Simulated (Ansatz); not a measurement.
`N[Si](O)(Cl)Br` + SiH₄ → `O[Si]([SiH3])(Cl)Br` + NH₃  (formal exchange of groups at the Si–N bond)

Gas-phase electronic energies from Ansatz, PBE0-D4/def2-TZVP geometries. CCSD(T)/CBS is the MP2 limit (def2-TZVPP, def2-QZVPP) plus CCSD(T) − MP2 in def2-TZVPP, frozen cores. This one scheme is used for every species. Functionals use def2-TZVPP. B3LYP here is the variant with VWN-RPA as its local correlation; programs differ in this. For Br outer-core shells are correlated without core-valence functions, which leaves a few kJ/mol of doubt a bond. Scalar relativity is left out up to krypton. One conformer a species, not always the lowest.

```
           level  ΔE (kcal/mol)
          B97M-V           15.8
           B3LYP           15.9
     HF/def2-SVP           20.2
CCSD(T)/def2-SVP           16.8
```

Task: What does CCSD(T)/CBS give? (An estimate is asked.)

Result: Ansatz gave: +15.9 kcal/mol. The listed levels differ from it by -0.1, 0.0, 4.3, 0.9 kcal/mol.

Task: What do rigid-rotor, harmonic-oscillator terms from PBE0-D4/def2-TZVP frequencies (298.15 K, 1 bar) make of the CCSD(T)/CBS value? (An estimate is asked.)

Result: The calculation gave: ΔZPE = +1.2 kcal/mol, ΔH = +17.7 kcal/mol, ΔS = 21 J/(mol·K), ΔG = +16.2 kcal/mol.

Largest T1 diagnostic among the species: 0.011.

From BLYP to BHLYP (50 % exact exchange), in def2-TZVPP and without D4, ΔE moves by +3.9 kcal/mol. In def2-TZVPP, CCSD(T) changes the Hartree–Fock value by −3.9 kcal/mol (the triples alone add −0.6 kcal/mol) and MP2 by −2.7 kcal/mol. Leaving LDA and LC-ωPBE aside and taking each functional with its dispersion term where it has one, the values, not all of them listed here, spread over 6.0 kcal/mol, from PBE-D4 to ωB97M-V. LDA lies +2.3 kcal/mol from PBE without D4.
